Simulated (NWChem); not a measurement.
# AlPH$_{4}$O$_{2}$; SMILES [OH][Al]([OH])[PH2]

```xyz
8

Al     0.0033     0.4911     0.0000
O     -0.0244     1.2859    -1.5175
H     -0.0691     2.2421    -1.6335
O     -0.0244     1.2859     1.5175
H     -0.0691     2.2421     1.6335
P     -0.0841    -1.8334     0.0000
H      0.8733    -1.9711     1.0472
H      0.8733    -1.9711    -1.0472
```
Atoms are numbered in this order, from 1.

Computed with NWChem. Coordinates come from a B3LYP/6-31G* (spherical d) optimisation. Total energies compare along this basis series because the functional is fixed.

| level | basis functions | energy (Ha) | highest occupied level (eV) | orbital gap (eV) | dipole (D) | relative time |
|---|---|---|---|---|---|---|
| TPSS/cc-pVDZ | 84 | -736.8103 | -6.24 | 5.37 | 2.78 | 1 |
| TPSS/aug-cc-pVDZ | 136 | -736.8398 | -6.44 | 4.95 | 2.37 | 2 |
| TPSS/cc-pVTZ | 184 | -736.9043 | -6.34 | 5.28 | 2.58 | 1 |
| TPSS/aug-cc-pVTZ | 284 | -736.9107 | -6.43 | 4.95 | 2.42 | 6 |

The last column is a rough cost ratio, cheapest run = 1.
